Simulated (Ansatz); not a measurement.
```yaml
crystal:
  periodic: [false, false, false]
  atoms:
    - {symbol: C, position_ang: [-1.657347, 0.371164, -0.151219]}
    - {symbol: Ge, position_ang: [0.257415, 0.145273, -0.328115]}
    - {symbol: C, position_ang: [1.282720, -0.346777, 1.227198]}
    - {symbol: O, position_ang: [0.675518, -1.027643, -1.587421]}
    - {symbol: F, position_ang: [0.847550, 1.693015, -0.893328]}
    - {symbol: H, position_ang: [-1.877337, 1.127459, 0.603400]}
    - {symbol: H, position_ang: [-2.123923, -0.570485, 0.141327]}
    - {symbol: H, position_ang: [-2.080900, 0.696215, -1.102401]}
    - {symbol: H, position_ang: [1.152262, 0.393766, 2.016753]}
    - {symbol: H, position_ang: [2.337318, -0.399127, 0.956487]}
    - {symbol: H, position_ang: [0.963187, -1.322283, 1.596068]}
    - {symbol: H, position_ang: [0.300438, -0.815776, -2.444948]}
basis:
  gaussian: {orbitals: x2c-TZVPPall}
magnetization: {spin_polarized: true, initial_magnetization: 1}
hamiltonian: {xc: {name: B3LYP}}
accuracy: high
output: {forces: true}
```

```sh
$ ansatz run in.yaml --threads 2 --pin off --events-out ev --progress --plain --max-ram 32768MiB --backend cpu
```

Task: How does Ansatz answer? (Estimate.)

Result: The calculation gave: The program refused the input.
```
Error: a molecule whose nuclei and cores have a total charge of 68 cannot have a net charge of 0 together with 1 unpaired electrons
```

B3LYP here is the variant with VWN-RPA as its local correlation; programs differ in this.
